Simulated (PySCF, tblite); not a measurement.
Task: Give a GFN2-xTB geometry of `CO[C@H]1C=NN(C)C1`.

Result: 
Z-matrix in Å and degrees, rows numbered from 1:
```
C 
O   1  1.4042
C   2  1.4089  1  114.08
C   3  1.5149  2  110.44  1   169.54
N   4  1.2706  3  113.32  2   125.14
N   5  1.3443  4  111.16  3     3.67
C   6  1.4368  5  117.16  4  -151.97
C   6  1.4643  5  110.88  4   -10.40
H   1  1.0965  2  111.84  3    63.24
H   1  1.0882  2  106.31  3  -177.42
H   1  1.0973  2  111.16  3   -58.44
H   3  1.1032  2  109.46  1    47.38
H   4  1.0705  3  124.27  2   -55.50
H   7  1.0873  6  107.92  5   -37.56
H   7  1.0979  6  112.32  5    82.48
H   7  1.0902  6  109.18  5  -156.44
H   8  1.0913  3  113.47  2   114.08
H   8  1.0981  3  110.02  2    -9.00
```

N6 (nitrogen bonded to 2 C and N) is pyramidal (angles 119.2°, 117.2° and 110.9°, sum 347.3°, 0.29 Å off the plane of its three neighbours). Of the pairs four or more bonds apart, H11···H12 is among the closest relative to their van der Waals radii: 2.33 Å, 97 % of the sum of Bondi's values. The 5-membered ring C3–C4–N5–N6–C8 has internal angles of 99.9° to 113.3° (sum 539°, against 540° for a flat polygon); it is slightly puckered (a soft mode that the optimisation may not have finished), 0.05 Å rms from its mean plane, widest ring torsion 12°. The C–C distances run from 1.515 Å (C3–C4, drawn single) to 1.546 Å (C3–C8, drawn single), a spread of 0.031 Å.

Computed geometry: GFN2-xTB, gas phase.

Point group: C1 (no symmetry element, even within 0.4 Å). Its GFN2-xTB frequencies are all real (lowest 81 cm⁻¹). One conformer, not necessarily the lowest (C1–O2–C3–C4 170°).
